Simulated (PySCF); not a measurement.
Core-level binding energies of `C#CC=[Se]`

C3H2Se.
Bonds: C1–C2 (triple), C2–C3, C3–Se4 (double). Hydrogens: H5 on C1; H6 on C3.

Method used: delta-SCF UKS SCAN, pcX-2 on the ionised atom, pcseg-1 elsewhere, spin-free X2C in PySCF 2.14.0. Binding energies are ΔSCF values: E(core-ionised, relaxed orbitals) − E(ground state) at a fixed geometry, referred to the vacuum level.

Task: What binding energy does each computed site have?

Result: 
```
atom(s)             environment  level  binding energy (eV)  count
     C1  terminal alkyne carbon   C 1s               290.81      1
```

Task: Give the binding energy of C 1s of C1 in hartree and in kJ/mol.

Result: 290.81 eV = 10.6871 Eh = 28059 kJ/mol.

The list is incomplete; no value stands for C 1s of C2, C3 (hole states with ⟨S²⟩ of 1 or more are left out). Spin contamination (⟨S²⟩ against 0.75 for a pure doublet) is marked for C 1s of C1 (0.99), which makes this value less certain. No level of selenium is listed. Geometry: PBE0-D3(BJ)/def2-SVP; no solvent, vibrations or thermal averaging.
